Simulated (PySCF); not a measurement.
TDDFT excited states: C3H7Cl3Ge

Species: Ge(iPr)Cl3, C3H7Cl3Ge.
Geometry (PBE0-D3(BJ)/def2-SVP, Å), atoms numbered from 1 in this order:
```
atom  x, y, z in Å
Ge1    0.2044    0.3331   -1.5911
C2     0.1656    0.3231    0.3584
C3     0.9635   -0.8664    0.8792
C4    -1.2732    0.3589    0.8576
H5     0.6794    1.2630    0.6269
H6     1.9989   -0.8602    0.5074
H7     0.4991   -1.8186    0.5780
H8     0.9961   -0.8457    1.9803
H9    -1.2879    0.4060    1.9586
H10   -1.8195    1.2334    0.4738
H11   -1.8207   -0.5475    0.5540
Cl12   2.2231    0.3369   -2.3230
Cl13  -0.7854    2.0498   -2.4188
Cl14  -0.7628   -1.4097   -2.3981
```

Theory: TDDFT B3LYP/def2-SVPD, vertical, gas phase, core orbitals frozen in the response in PySCF 2.14.0, density-fitted response routines. The B3LYP/def2-SVPD calculation is non-relativistic and has no spin–orbit coupling, an omission that weighs most on germanium.

What does the calculation give for the low-lying excited states?

| state | E (eV) | λ (nm) | ν̃ (cm⁻¹) | f | main configurations (H = HOMO, L = LUMO) |
| --- | --- | --- | --- | --- | --- |
| S1 | 6.13 | 202.3 | 49430 | 0.0002 | H-1→L (99%) |
| S2 | 6.16 | 201.4 | 49650 | 0.143 | H→L (96%) |
| S3 | 6.42 | 193.1 | 51800 | 0.026 | H-3/H-2→L (≥94%) |
| S4 | 6.43 | 192.9 | 51840 | 0.029 | H-3/H-2→L (≥94%) |
| S5 | 6.82 | 181.9 | 54980 | 0.021 | H-4→L (93%) |
| S6 | 6.82 | 181.7 | 55030 | 0.020 | H-5→L (94%) |
| S7 | 7.38 | 168.0 | 59540 | 0.012 | H-6→L (91%) |
| S8 | 7.56 | 163.9 | 61000 | 0.028 | H→L+1 (89%) |
| S9 | 7.66 | 161.9 | 61780 | 0.027 | H→L+2 (81%), H-1→L+1 (8%) |
| S10 | 7.73 | 160.5 | 62320 | 0.014 | H-8→L (54%), H-7→L (34%) |
| S11 | 7.78 | 159.4 | 62730 | 0.0030 | H-7→L (56%), H-8→L (36%) |
| S12 | 7.84 | 158.2 | 63200 | 0.0047 | H→L+3 (89%) |
| S13 | 7.88 | 157.4 | 63530 | 0.028 | H-1→L+1 (73%) |
| S14 | 7.97 | 155.5 | 64290 | 0.028 | H-1→L+2 (81%) |
| S15 | 8.03 | 154.4 | 64770 | 0.0014 | H-3/H-2→L+1 (≥67%), H-3/H-2→L+3 (≥14%) |

Triplets (Tamm–Dancoff): T1 5.48 eV, H→L (97%); T2 5.77 eV, H-1→L (96%); T3 5.95 eV, H-3/H-2→L (≥95%); T4 5.96 eV, H-3/H-2→L (≥96%).

The lowest singlet lies at 6.13 eV (202 nm, ultraviolet) and is dark (f under 0.0005); its leading configuration is HOMO-1→LUMO (99%). The most intense listed level is S2 at 6.16 eV (201 nm, f = 0.143), 0.03 eV above S1. S3/S4 and S5/S6 lie within about 0.01 eV of each other in each set. Löwdin shares by element: HOMO chlorine 29% or more, carbon 22% or more, germanium 13% (atoms not listed hold the other 36%); LUMO chlorine 63%, germanium 23%. Of the 15 states listed, 11 reach f = 0.01 and 1 stays under 0.0005. The oscillator strengths of these states sum to 0.386; summed over the whole spectrum of an exact calculation they would give the number of electrons, 108 (Thomas–Reiche–Kuhn). Weighted by f, the mean energy of these states is 6.87 eV. Orbitals of the list HOMO-3 to LUMO+2 that lie within 0.01 eV of each other are written together with a slash and their weights summed (≥ marks a lower bound); for degenerate orbitals outside that list single weights are arbitrary. Only the lowest 15 singlets were computed, as vertical energies without vibronic structure.

Time: 2.4 min wall (with the writing of density and orbital grids); peak memory 1.1 GiB. Hardware: AMD EPYC, one thread, on a shared host.
